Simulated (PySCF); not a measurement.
**Static response to an electric field**

C₅H₄F₄.
Structure used (GFN2-xTB), in Å, numbered top down from 1:
```xyz
13
C5H4F4 angstrom
C      2.550   -0.364    0.331
C      1.566    0.291    0.148
C      0.367    1.075   -0.066
C     -0.886    0.312    0.368
F     -1.975    1.142    0.295
C     -1.166   -0.904   -0.529
F     -2.380   -1.414   -0.304
F     -0.285   -1.886   -0.297
F     -1.096   -0.615   -1.832
H      3.418   -0.932    0.482
H      0.418    1.997    0.521
H      0.279    1.343   -1.123
H     -0.815   -0.045    1.404
```

Level: CAM-B3LYP/def2-SVPD (PySCF), static field, nuclei fixed, core orbitals frozen in the response. The polarisability tensor in these axes (au):

```
x   72.32 -6.73  2.96
y   -6.73 57.62 -0.79
z    2.96 -0.79 50.42
```

**Question.** What are the eigenvalues, a third of the trace, and Δα (Δα² = ½Σ(αi − αj)² over the three pairs)?

**Answer.** Principal values 50.03, 55.03 and 75.30 au; mean 60.12 au = 8.91 Å³ = 9.91 × 10⁻⁴⁰ C²·m²/J; Δα = 23.18 au (39 % of the mean).

**Question.** What is the dipole moment, and where does it point?

**Answer.** (1.78, 0.95, 1.12) D, 2.31 D in size, pointing from the negative to the positive side. Measured along this direction, the outermost atoms are F7 at the negative end and H10 at the positive end.

**Question.** Traceless (Buckingham) quadrupole moment about the centre of nuclear charge: eigenvalues?

**Answer.** -1.09, -0.92, 2.01 D·Å. The values depend on the origin, since the dipole doesn't vanish. The electronic extent ⟨r²⟩ about the same centre is 1101 bohr², a root-mean-square distance of 2.10 Å for the 70 electrons.

**Question.** What depolarisation ratio follows for Rayleigh scattering of linearly polarised light, taking the static tensor?

**Answer.** ρ = 3Δα²/(45ᾱ² + 4Δα²) = 1612.4/(162651 + 2149.9) = 0.00978.

**Question.** Directions of the eigenvectors, and the extent of the frame along each?

**Answer.** Largest value along (0.93, -0.36, 0.12), where the nuclei span 5.76 Å; middle along (0.35, 0.93, 0.07), 4.22 Å; least along (-0.14, -0.02, 0.99), 3.16 Å. The response follows the extents in order.

**Question.** Sum over states: ᾱ = Σ f/ω², ω in Eh. What share falls to these 8 lowest TDDFT singlets (eV, f)? 6.63, 0.0001; 6.93, 0.0016; 6.97, 0.0007; 7.85, 0.0290; 7.94, 0.0461; 8.76, 0.0137; 8.80, 0.0070; 8.86, 0.0088.

**Answer.** They add up to 1.21 au, 2.0 % of the 60.12 au; the largest single term is 0.54 au, from the state at 7.94 eV. Terms in order: 0.00, 0.02, 0.01, 0.35, 0.54, 0.13, 0.07, 0.08 au. Higher excitations give the rest. The strengths listed sum to 0.107.

**Question.** In a dilute gas of rigid molecules at 298 K, how does the orientational term μ²/3kT compare with the electronic polarisability?

**Answer.** In Gaussian units μ²/3kT = 43.15 Å³ against 8.91 Å³, a ratio of 4.84; the Debye molar polarisation (4π/3)N_A(α + μ²/3kT) is 131.3 cm³/mol, leaving out the vibrational part.

One conformer (not necessarily the lowest) at the GFN2-xTB geometry, without solvent, vibrations or thermal averaging.
